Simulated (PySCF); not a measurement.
## A survey of 29Si NMR shifts

Single conformer, no solvent, no relativistic terms, fast rotation and ring inversion assumed for equivalent nuclei. σ from GIAO-PBE0/pcSseg-1; structure optimised with GFN2-xTB; PySCF.

Shieldings were converted by a linear fit to measured shifts: 29Si (scatter 8.9 ppm rms, 25.8 ppm with the 6 outliers that the fit left out vs TMS, solution or neat liquid). A few per cent of atoms miss by over 2 rms, more outside the fitted compound classes.

Give the 29Si shifts of `CO[SiH2][Si@H](F)[SiH3]`, `FC[Si@@H](P)[Si](F)(F)F`, `N#C[Si]1(O)[SiH2]C[SiH2]1`, `CC[C@]1(C(Cl)Cl)CO[SiH2]O1`, `CC(C)([SiH3])C[SiH2][SiH3]`, `C#C[C@@H]1C[Si@H](CF)N1`.

Results:


```tsv
compound	environment	δ (ppm)
[CH3:1][O:2][SiH2:3][Si@H:4]([F:5])[SiH3:6]	Si4: silicon bonded to F, 2 Si, H	17.5
[CH3:1][O:2][SiH2:3][Si@H:4]([F:5])[SiH3:6]	Si3: silicon bonded to O, Si, 2 H	-25.9
[CH3:1][O:2][SiH2:3][Si@H:4]([F:5])[SiH3:6]	Si6: silicon bonded to Si, 3 H	-106.2
[F:1][CH2:2][Si@@H:3]([PH2:4])[Si:5]([F:6])([F:7])[F:8]	Si5: silicon bonded to 3 F, Si	-40.7
[F:1][CH2:2][Si@@H:3]([PH2:4])[Si:5]([F:6])([F:7])[F:8]	Si3: silicon bonded to C, P, Si, H	-60.9
[N:1]#[C:2][Si:3]1([OH:4])[SiH2:5][CH2:6][SiH2:7]1	Si3: silicon bonded to C, O, 2 Si, in a 4-membered ring	-4.4
[N:1]#[C:2][Si:3]1([OH:4])[SiH2:5][CH2:6][SiH2:7]1	Si5/7: silicon bonded to C, Si, 2 H, in a 4-membered ring (×2)	-41.0
CC[C@]1(C(Cl)Cl)CO[SiH2]O1	silicon bonded to 2 O, 2 H, in a 5-membered ring	-6.6
[CH3:1][C:2]([CH3:3])([SiH3:4])[CH2:5][SiH2:6][SiH3:7]	Si4: silicon bonded to C, 3 H	-44.1
[CH3:1][C:2]([CH3:3])([SiH3:4])[CH2:5][SiH2:6][SiH3:7]	Si6: silicon bonded to C, Si, 2 H	-85.0
[CH3:1][C:2]([CH3:3])([SiH3:4])[CH2:5][SiH2:6][SiH3:7]	Si7: silicon bonded to Si, 3 H	-102.4
C#C[C@@H]1C[Si@H](CF)N1	silicon bonded to 2 C, N, H, in a 4-membered ring	-10.2
```
